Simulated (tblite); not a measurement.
Compound: C₆H₈NSi (doublet state).
Geometry (GFN2-xTB, Å), atoms numbered from 1 in this order:
```
atom  x, y, z in Å
Si1    2.660   -0.161   -0.047
N2     1.195    0.749   -0.178
C3    -0.109    0.310   -0.056
C4    -1.162    1.211   -0.219
C5    -2.481    0.785   -0.100
C6    -2.696   -0.531    0.182
C7    -1.707   -1.456    0.352
C8    -0.391   -1.025    0.229
H9     2.698   -1.219   -1.060
H10    3.695    0.842   -0.283
H11    2.780   -0.750    1.290
H12    1.255    1.735   -0.382
H13   -0.952    2.249   -0.440
H14   -3.291    1.486   -0.229
H15   -1.921   -2.490    0.574
H16    0.420   -1.727    0.357
```

Level: GFN2-xTB in tblite, geometry and Hessian alike; calculated harmonic values, unscaled, isolated species. Errors from tens to a few hundred cm⁻¹ against measured bands are possible. Modes of hydrogen on silicon can be 10 to 20 % off. One conformer, not necessarily the lowest. Open shells enter through the occupations alone, without spin polarisation, and single modes of such species can be off by tens of per cent.

Harmonic wavenumbers (cm⁻¹): 63.5, 144.7, 157.7, 236.8, 338.9, 360.1, 398.7, 448.4, 486.9, 561.3, 588.5, 615.0, 618.7, 754.0, 757.5, 769.5, 805.3, 813.9, 816.4, 873.2, 889.1, 913.2, 988.9, 1085.7, 1116.1, 1168.6, 1217.4, 1262.4, 1284.6, 1326.5, 1424.3, 1444.0, 1543.7, 1597.3, 2221.7, 2242.0, 2281.0, 3046.5, 3071.0, 3078.2, 3081.5, 3447.3.

A = 4800, B = 1049, C = 869.8 MHz; mass 122.043 u (most abundant isotopes); point group Cs, symmetry number 1; spin multiplicity 2.

Task: Zero-point energy?

Result: Half the sum of the wavenumbers: 25170 cm⁻¹ = 301.10 kJ/mol.

Task: What is S at 350 K and 1 bar for an ideal gas of classical rigid rotors and harmonic oscillators?

Result: Translation 172.11, rotation 122.02, vibration 104.61, spin (R ln 2) 5.76: S = 404.5 J/(mol K).

Task: And Cp and H(350 K) − H(0)?

Result: Cp = 166.02 J/(mol K), of which vibrations give 132.77 (their classical limit is 42 R = 349.2); H(350 K) − H(0) = 32.75 kJ/mol without the zero-point energy, 21.11 from vibrations.

Task: What must be added to the electronic energy to get the Gibbs energy at 350 K and 1 bar?

Result: ZPE + [H(350 K) − H(0)] − T·S = 301.10 + 32.75 − 141.57 = 192.28 kJ/mol.

Task: How do the functions run with temperature in this model?

Result: 
| T (K) | S (J/(mol K)) | Cp (J/(mol K)) | H − H(0) (kJ/mol) | G − H(0) (kJ/mol) | ln q(vib) |
| --- | --- | --- | --- | --- | --- |
| 50 | 240.8 | 44.3 | 1.86 | -10.18 | 0.20 |
| 100 | 276.6 | 61.0 | 4.49 | -23.17 | 0.81 |
| 298.15 | 379.6 | 145.1 | 24.68 | -88.49 | 4.27 |
| 373.15 | 415.4 | 174.7 | 36.70 | -118.31 | 5.81 |
| 500 | 472.5 | 215.3 | 61.56 | -174.68 | 8.52 |
| 750 | 570.7 | 268.2 | 122.58 | -305.46 | 13.87 |
| 1000 | 652.7 | 300.7 | 194.00 | -458.68 | 18.90 |

q(vib) and H(0) count from the zero-point level.

Task: Which modes carry the vibrational entropy at 350 K?

Result: 63.5 cm⁻¹: 19.51; 144.7 cm⁻¹: 12.76; 157.7 cm⁻¹: 12.06; 236.8 cm⁻¹: 8.86; 338.9 cm⁻¹: 6.20; 360.1 cm⁻¹: 5.77 J/(mol K); the other 36 give 39.45 together.

Task: Blend soft modes into free rotors: weight 1/[1 + (100 cm⁻¹/ν̃)⁴] for the oscillator and the rest for a rotor with moment μB/(μ + B), μ = h/(8π²ν), B = 10⁻⁴⁴ kg m². What vibrational entropy results?

Result: 99.86 J/(mol K) in place of 104.61, which changes −T·S at 350 K by +1.66 kJ/mol.

Hindered rotation and anharmonicity are outside this model. Other conformers, if any are populated, would add a mixing term that is left out.
